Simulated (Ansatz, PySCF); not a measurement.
Input for PySCF:
```python
from pyscf import gto, scf, dft

mol = gto.Mole()
mol.atom = '''
    Sn   -0.00000000   -0.00000000   -0.03544185
    H     0.00000000    0.00000000    1.77209231
'''
mol.basis = 'def2-tzvp'
mol.ecp = {'Sn': 'def2-tzvp'}
mol.spin = 1
mol.verbose = 3
mol.build()

mf = dft.UKS(mol)
mf.xc = 'b97m_v'
mf.grids.atom_grid = (99, 590)
mf.grids.prune = None
mf.kernel()
```

Q: Give the equivalent Ansatz (a first-principles code) input.

A: Several could match; the one computed here: 
Ansatz 0.2 input:
```yaml
crystal:
  periodic: [false, false, false]
  atoms:
    - {symbol: Sn, position_ang: [-0.00000000, -0.00000000, -0.03544185]}
    - {symbol: H, position_ang: [0.00000000, 0.00000000, 1.77209231]}
basis:
  gaussian:
    orbitals: def2-TZVP
hamiltonian:
  xc: {name: B97M-V}
magnetization: {spin_polarized: true, initial_magnetization: 1}
accuracy: high
```

Both were run: PySCF gave -214.847194 Eh and Ansatz -214.847193 Eh, 0.001 mEh apart.
